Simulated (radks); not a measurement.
These are the eigenvalues of the occupied orbitals of an atom or ion with whole-number occupations (hartree). Method: scalar-relativistic Kohn-Sham, LDA (Slater exchange, VWN5 correlation), spin-polarised, spherical densities, finite nucleus; Fermi nuclear charge, rms radius of each element as measured or else 0.836 A^(1/3) + 0.57 fm; computed with a radial shooting solver on a logarithmic mesh with Libxc functionals.

| orbital | eigenvalue |
|---|---|
| 1s | -3074.679 |

Which element is it, and in what charge state? The configuration may be excited. Open shells, if any, are filled with parallel spins first.

Answer. Z = 76, osmium, charge +74: Os74+ in [He]. The 1s level, -3074.7 hartree, gives Z - s = 78.4 by -(Z - s)^2/2, which with screening and relativity narrows Z to a few neighbours, and with so few levels the electron count can be read from the list.
